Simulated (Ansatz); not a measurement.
C₄H₂Cl₂Si (`C#C[Si](Cl)(Cl)C#C`) at its PBE0-D4/def2-TZVP geometry, where that method's forces vanish. Charge 0, multiplicity 1.

```xyz
9

C    -1.3448   -0.8999    2.0549
C    -0.4688   -0.5291    1.3156
Si    0.8383    0.0278    0.2034
Cl    2.1693   -1.4833   -0.0756
Cl    1.7962    1.6150    1.0375
C     0.1531    0.5184   -1.3920
C    -0.3083    0.8451   -2.4559
H    -2.1194   -1.2283    2.7101
H    -0.7156    1.1344   -3.3980
```

(1) What forces (eV/Å) does r2SCAN-D4/def2-TZVPP give on these atoms in the Gaussian-basis code of Ansatz? (An estimate is asked.)

Answers

(1) Ansatz gave: 
```
C1  -0.298 -0.127  0.253
C2   0.272  0.117 -0.235
Si3 -0.132 -0.005 -0.032
Cl4  0.065 -0.074 -0.014
Cl5  0.046  0.078  0.041
C6   0.141 -0.103  0.335
C7  -0.157  0.111 -0.363
H8   0.041  0.017 -0.035
H9   0.022 -0.015  0.050
```
